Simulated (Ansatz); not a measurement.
Molecule: sum formula BOCl, charge 0, multiplicity 1. SMILES: O=BCl
Coordinates optimised at B3LYP-D3(BJ)/def2-TZVP (Ansatz, a first-principles code):
```
B
O 1 1.2048
Cl 1 1.6862 2 180.00
```

Atomisation energy built up term by term with Ansatz (kcal/mol; UHF references for open shells; valence terms freeze the core; atomic spin-orbit terms are left out). CBS(X,Y): correlation extrapolated as X^-3; Hartree-Fock from the larger set.

```tsv
term	basis	kcal/mol
Hartree-Fock	aug-cc-pV(Q+d)Z	224.27
CCSD correlation	CBS(aug-cc-pV(T+d)Z,aug-cc-pV(Q+d)Z)	___
(T)	CBS(aug-cc-pV(T+d)Z,aug-cc-pV(Q+d)Z)	___
core correlation	cc-pwCVTZ	2.02
scalar relativity (X2C)	cc-pVTZ-DK against cc-pVTZ	-0.47
sum: De		___
```

Some entries are withheld; supply them.


- CCSD correlation, kcal/mol: 81.64
- (T), kcal/mol: 9.64
- sum: De, kcal/mol: 317.1
